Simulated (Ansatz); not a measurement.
Program: Ansatz 0.2.0.

H$_{6}$MoN$_{4}$, SMILES `[NH]=[Mo](=[NH])([NH2])[NH2]` at its PBE0-D4/def2-TZVP geometry, where that method's forces vanish. Charge 0, multiplicity 1. Mo takes the def2 core potential.

```
atom   x (Å)   y (Å)   z (Å)
  N1  -0.222   1.270   1.306
 Mo2  -0.098  -0.016   0.152
  N3  -0.970  -1.461   0.542
  N4  -0.812   0.651  -1.532
  N5   1.785  -0.495   0.025
  H6  -0.536   1.715   2.157
  H7  -1.567  -2.051   1.104
  H8  -1.323   0.078  -2.184
  H9  -0.898   1.630  -1.750
 H10   2.109  -1.437  -0.127
 H11   2.534   0.116   0.307
```

(1) For each bond, give half the difference of the two atoms' forces along it (eV/Å; positive pushes the atoms apart) under PBE-D4, r2SCAN-D4, B3LYP-D4, ωB97M-V in def2-TZVPP. (Best estimate.)

Results:

(1) The calculation gave: 
| bond | length (Å) | PBE-D4 | r2SCAN-D4 | B3LYP-D4 | ωB97M-V |
| --- | --- | --- | --- | --- | --- |
| N1–Mo2 | 1.733 | 0.45 | 0.32 | 0.30 | -0.19 |
| N1–H6 | 1.010 | -0.07 | -0.18 | -0.25 | 0.06 |
| Mo2–N3 | 1.733 | 0.45 | 0.32 | 0.30 | -0.19 |
| Mo2–N4 | 1.947 | -0.13 | 0.00 | 0.12 | 0.14 |
| Mo2–N5 | 1.947 | -0.13 | 0.00 | 0.12 | 0.15 |
| N3–H7 | 1.010 | -0.07 | -0.18 | -0.25 | 0.06 |
| N4–H8 | 1.007 | 0.17 | -0.02 | -0.08 | -0.04 |
| N4–H9 | 1.007 | 0.17 | -0.02 | -0.08 | -0.04 |
| N5–H10 | 1.007 | 0.17 | -0.02 | -0.08 | -0.04 |
| N5–H11 | 1.007 | 0.17 | -0.02 | -0.08 | -0.04 |

B3LYP here is the variant with VWN-RPA as its local correlation; programs differ in this.
